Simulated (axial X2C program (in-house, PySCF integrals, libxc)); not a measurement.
ZrC⁺: from the spin-free to the two-component result

Computed with an axial X2C code built on PySCF integrals. Spin-free means the one-electron spin-free X2C Hamiltonian; two-component (2c) means X2C with spin–orbit coupling and atomic mean-field two-electron Coulomb and Gaunt terms, so the difference of the two also holds small scalar two-electron terms. Basis: Zr dyall-cv3z [11s12p9d6f3g], C dyall-v3z [7s6p2d1f] (cores contracted in-house); Gaussian nuclei, density fitting, unrestricted open shells. Masses: Zr 89.905 u, C 12.000 u.

Spin-free state: M_S = 1/2, Λ = 0 (beyond evenly filled blocks: σα); fragments Zr+ + C.

| level | Re (Å) | ωe (cm⁻¹) | De (eV) | μ (D) |
| --- | --- | --- | --- | --- |
| PBE0 | 1.746 | 982.3 | 5.008 | -4.95 |
| B3LYP | 1.762 | 949.8 | 4.830 | -4.89 |

Dipoles are positive if C is the positive end and refer to the centre of mass.

Two-component determinant lowest at the distance of the search:

Ω = 1/2 (⟨Sz⟩ = 0.50, ⟨Lz⟩ = 0.00 at PBE0); fragments Zr+ + C.

```
level  Re (Å)  ωe (cm⁻¹)  μ (D)
 PBE0   1.746      982.2  -4.93
B3LYP   1.761      949.6  -4.88
```

Problem. From the two tables, how do the constants change at the PBE0 level (2c against spin-free)?

Solution. At the PBE0 level Re is unchanged within 0.001 Å and ωe stays the same within 0.2 cm⁻¹.

The state is one determinant whose occupation by symmetry is held fixed; it was picked as the lowest of a PBE0 search that is not exhaustive. Dissociation energies refer to the lowest single-determinant-based atoms at the same level and basis. De is not given where an atomic determinant may have missed its ground term or J level, or where the truncated virtual space spoils (T). Density functionals use the spin component along the axis (collinear). The functionals have no current-density term, which raises determinants with orbital currents, atoms included. The determinant is spin-polarised beyond a pure state at some levels (its spin-free form has ⟨S²⟩ too high), which makes Re and μ there less reliable.
